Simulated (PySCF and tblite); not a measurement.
Values are calculated unless marked as measured or tabulated.
System: C2H6BF2N, numbered as in [CH3:1][N:2]([CH3:3])[B:4]([F:5])[F:6].

Motion: rotation about the B4–N2 bond (torsion F5–B4–N2–C1 from 180° to 360°, rising). GFN2-xTB gives an electronic barrier of 21.8 kcal/mol.

(1) What does CAM-B3LYP/pcSseg-1 + D3(BJ) give on GFN2-xTB geometries?

Programs: tblite and PySCF.

Results:

(1) A barrier of 22.3 kcal/mol, 0.5 above the tight-binding barrier (from unrounded values) and, with GFN2-xTB thermal terms, ΔG‡(298 K) = 21.4 kcal/mol and k = 0.0048 s⁻¹ (4 equivalent paths).
